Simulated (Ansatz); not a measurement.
CH4Sn (SMILES [CH3][SnH]) moved off its minimum; all values from Ansatz (a program for electronic structure), cores frozen in correlated methods. Elements past Kr take the def2 small-core potentials, without spin–orbit coupling.
(charge 0, multiplicity 1)
```xyz
6

Sn     0.0244     0.1374     0.4023
H     -0.4168     1.5211    -1.0086
C     -0.0718    -1.3952    -1.1801
H      0.7582    -1.2717    -1.7896
H     -0.9825    -1.5193    -1.8639
H      0.1721    -2.3031    -0.6945
```

Forces at wB97M-V/def2-TZVPP (eV/Å):

| atom | Fx | Fy | Fz |
|---|---|---|---|
| Sn1 | -0.622 | 1.123 | -1.930 |
| H2 | 0.383 | -1.045 | 1.387 |
| C3 | -2.297 | 0.121 | 0.304 |
| H4 | 1.631 | 0.768 | -1.501 |
| H5 | 1.205 | 0.333 | 1.209 |
| H6 | -0.299 | -1.299 | 0.531 |

### Question
Give the forces (eV/Å), the total energy and the dipole at CCSD(T)/def2-TZVPPD.

### Answer

```json
[
 {"atom": "Sn1", "Fx": "-0.570", "Fy": "1.235", "Fz": "-1.560"},
 {"atom": "H2", "Fx": "0.341", "Fy": "-0.906", "Fz": "1.256"},
 {"atom": "C3", "Fx": "-2.335", "Fy": "-0.043", "Fz": "0.122"},
 {"atom": "H4", "Fx": "1.722", "Fy": "0.794", "Fz": "-1.563"},
 {"atom": "H5", "Fx": "1.133", "Fy": "0.321", "Fz": "1.172"},
 {"atom": "H6", "Fx": "-0.291", "Fy": "-1.400", "Fz": "0.573"}
]
```
Energy -253.8301 hartree, dipole 1.41 D.
